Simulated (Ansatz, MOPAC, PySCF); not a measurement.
Species: CH5Ge, charge 0, multiplicity 2. SMILES: [CH2][GeH3]
Geometry from a B3LYP-D3(BJ)/def2-TZVP (Ansatz, a first-principles code) optimisation:
```
Ge
H 1 1.5391
H 1 1.5391 2 109.75
H 1 1.5445 2 108.10 3 117.68
C 1 1.9281 2 109.99 4 121.18
H 5 1.0828 1 121.98 2 151.66
H 5 1.0828 6 116.00 1 -177.81
```
Charge 0, spin multiplicity 2.

Unscaled harmonic wavenumbers (cm⁻¹) in rising order, each level at the stationary point that it reaches from this structure (no distance between atoms moves by over 0.3 Å); the order of modes can differ between levels, and a negative number is imaginary. B3LYP-D3(BJ)/def2-TZVP (PySCF, at the structure above): 41, 481, 496, 593, 639, 801, 846, 877, 891, 1392, 2097, 2131, 2135, 3134, 3236.

AM1 (MOPAC): 57, 443, 447, 587, 635, 656, 662, 687, 688, 1280, 1925, 1940, 1941, 3236, 3238. Zero-point energy 26.3 against 28.3 kcal/mol; where all levels lie over 400 cm⁻¹, the wavenumbers are on average 0.904 times those of B3LYP-D3(BJ)/def2-TZVP.

HF/6-31G* with LANL2DZ past Ar (Ansatz): 40, 474, 538, 632, 654, 878, 936, 964, 979, 1527, 2173, 2191, 2206, 3311, 3413. Zero-point energy 29.9 against 28.3 kcal/mol; where all levels lie over 400 cm⁻¹, the wavenumbers are on average 1.062 times those of B3LYP-D3(BJ)/def2-TZVP.
